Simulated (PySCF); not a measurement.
# Polarisability and C₆ of Zn⁺ (zinc, charge +1)

[Ar] 3d10 4s1, 2S determinant. All numbers are calculated (PySCF 2.14, scalar relativity through the core potential, in aug-cc-pwCVTZ-PP with ECP10MDF (8s8p7d4f3g, 122 functions)). Coupled (time-dependent) response in atomic units; α is the mean over directions.

| method | mean α (bohr³) | C₆ (like pair) | S(−4) |
| --- | --- | --- | --- |
| wB97X-V | 18.78 | 77.65 | 306.4 |

S(−4) is the Cauchy moment in α(ω) = α(0) + S(−4) ω² + …

α(iu) at wB97X-V:

```csv
u (hartree),α(iu) (bohr³)
0,18.78
0.0500,18.05
0.100,16.21
0.200,11.81
0.300,8.508
0.500,5.053
0.750,3.259
1.00,2.408
1.50,1.591
2.00,1.175
3.00,0.7369
5.00,0.3778
```

A single London oscillator, α(iu) = α/(1 + u²/ω²), gives C₆ = (3/4) ω α². Matching the computed C₆ needs ω = 4 × 77.65 / (3 × 18.78²) = 0.294 hartree.

For an ion, C₆ is the dispersion term alone; charge-induced terms of lower order in 1/R come first.

Energies and moments cover only the electrons outside the core potential.
